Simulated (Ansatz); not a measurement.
input.yaml

```yaml
crystal:
  periodic: [false, false, false]
  atoms:
    - { symbol: B, position_ang: [0.007875, -0.094666, -0.027811] }
    - { symbol: O, position_ang: [0.094976, -0.637661, 1.170094] }
    - { symbol: H, position_ang: [-0.695732, -0.55347, 1.647114] }
    - { symbol: C, position_ang: [1.376943, 0.170554, -0.678749] }
    - { symbol: H, position_ang: [1.400535, -0.558883, -1.555609] }
    - { symbol: H, position_ang: [1.374701, 1.285163, -1.021813] }
    - { symbol: H, position_ang: [2.134091, 0.133829, 0.101493] }
    - { symbol: C, position_ang: [-1.462286, 0.32306, -0.668575] }
    - { symbol: H, position_ang: [-2.180236, -0.15125, -0.009658] }
    - { symbol: H, position_ang: [-1.450713, 1.397911, -0.687149] }
    - { symbol: H, position_ang: [-1.33805, -0.035667, -1.700505] }
basis:
  gaussian: { orbitals: STO-3G }
hamiltonian:
  xc: r2scan
md:
  timestep: 0.5
  n_steps: 166
  ensemble: nvt_nose_hoover
  temperature: 400.0
  initial_velocities: maxwell_boltzmann
  seed: 968018
```

Run as:

```bash
$ ansatz run input.yaml --threads 1 --pin off --max-ram 2048MiB --backend cpu --events-out ev --progress --plain --runs-dir out
```

Hardware: 1 thread of Arm Neoverse V2, with other jobs on the host.

Problem. Roughly how long does this run take, and how much memory?

Solution. 5.9 min, with a peak of 0.1 GiB, for 167 ionic steps.
